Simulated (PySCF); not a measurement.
# Constants of ZnI, step by step

State: ²Σ⁺, doublet, unpaired electrons σ ↑. De refers to Zn + I. ROHF-based CCSD(T) in PySCF 2.14 with Zn aug-cc-pVDZ-PP with ECP10, I aug-cc-pVDZ-PP with ECP28 and Zn aug-cc-pVTZ-PP with ECP10, I aug-cc-pVTZ-PP with ECP28 (frozen core orbitals: 13; scalar-relativistic core potentials). Correlation energies are extrapolated as n⁻³ (n = 2, 3), Hartree–Fock as (n+1)·exp(−9√n).

| Level | Re (Å) | ωe (cm⁻¹) | ωexe (cm⁻¹) | αe (cm⁻¹) | De (eV) |
| --- | --- | --- | --- | --- | --- |
| CCSD(T)/DZ | 2.5106 | 221.7 | 0.855 | 0.000282 | 1.131 |
| CCSD(T)/TZ | 2.4918 | 223.3 | 0.819 | 0.000282 | 1.198 |
| HF/CBS | 2.5203 | 229.9 | 0.551 | 0.000219 | 1.244 |
| MP2/CBS | 2.4493 | 241.6 | 0.648 | 0.000251 | 1.333 |
| CCSD/CBS | 2.4864 | 226.6 | 0.759 | 0.000270 | 1.183 |
| CCSD(T)/CBS | 2.4862 | 224.0 | 0.809 | 0.000282 | 1.222 |

Problem. How much is left between CCSD(T)/TZ and the basis-set limit, and how much do the triples give at the limit?

Solution. CCSD(T)/CBS less CCSD(T)/TZ: -5.6 mÅ in Re, +0.7 cm⁻¹ in ωe and +0.024 eV in De. CCSD(T)/CBS less CCSD/CBS: -0.2 mÅ in Re, -2.6 cm⁻¹ in ωe and +0.039 eV in De.

The T1 diagnostic is 0.026. The state was picked by a PBE0 search and need not be the measured ground state. Spin–orbit coupling, excitations beyond (T) and corrections to the Born–Oppenheimer picture are left out, and spin–orbit coupling matters for open p, d or f shells this heavy.

The whole job (state search and all basis sets along the bond) took about 31 min on 4 threads of Arm Neoverse V1 (shared host), peak memory 16 GiB.
